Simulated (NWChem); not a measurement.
Species: AlIClF; SMILES [I][Al]([F])[Cl]

All runs: NWChem. Structure relaxed at the PBE0/def2-SVP level. def2 effective core potentials on I; no spin-orbit coupling. LC-ωPBE (HJS hole) with def2-SVP; x = 1 − exp(−ω/0.25 bohr⁻¹) is a scale chosen for this fit.

```csv
row,x,−ε(HOMO) (eV)
ω = 0.20,0.551,9.63
ω = 0.25,0.632,10.05
ω = 0.30,0.699,10.39
ω = 0.35,0.753,10.68
ω = 0.40,0.798,withheld
```

Q: Fit a straight line of the last column on the one before it, predict the withheld value, and compare with the run.

A: 
1. Means of the 4 shown rows: x = 0.6588, y = 10.188. Slope Σ(x − x̄)(y − ȳ)/Σ(x − x̄)² = 0.1183/0.02283 = 5.183; intercept 6.773.
2. The shown rows scatter about the line by 0.004 (root mean square); the largest residual is -0.01, at ω = 0.30.
3. At x = 0.798 (ω = 0.40; beyond the shown range) the line gives 10.91.
4. The run gives 10.91, 0.00 from the line.
